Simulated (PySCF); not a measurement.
# Working with the constants of HI

PBE0 constants of HI, ¹Σ⁺ (singlet), closed shell (H cc-pVTZ, I cc-pVTZ-PP with ECP28; scalar-relativistic core potentials (PySCF 2.14); masses 1.0078 and 126.9045 u):

```
ωe              : 2332.9 cm⁻¹
ωexe            : 33.9 cm⁻¹
Be              : 6.4559 cm⁻¹
αe              : 0.153 cm⁻¹
D (centrifugal) : 0.000198 cm⁻¹
De to H + I     : 3.35 eV
```

Problem. Give the band origin of the fundamental and the first lines of its P and R branches.

Solution. ν0 = ωe − 2ωexe = 2265.1 cm⁻¹, B0 = 6.3794, B1 = 6.2264 cm⁻¹.

```
J″  P(J″) − ν0  R(J″) − ν0
 0                  12.452
 1     -12.758      24.593
 2     -25.817      36.419
 3     -39.173      47.925
 4     -52.821      59.105
 5     -66.755      69.956
 6     -80.972      80.472
```

Problem. Near which J would the R branch turn back, without centrifugal distortion?

Solution. At J ≈ (B0 + B1)/(2(B0 − B1)) − 1 ≈ 40.

Measured values (Huber and Herzberg, Constants of Diatomic Molecules (1979)): ωe = 2309.014 cm⁻¹, ωexe = 39.6435 cm⁻¹, αe = 0.16886 cm⁻¹.

These are scalar-relativistic numbers at best; spin–orbit coupling would shift them, the dissociation energy most.
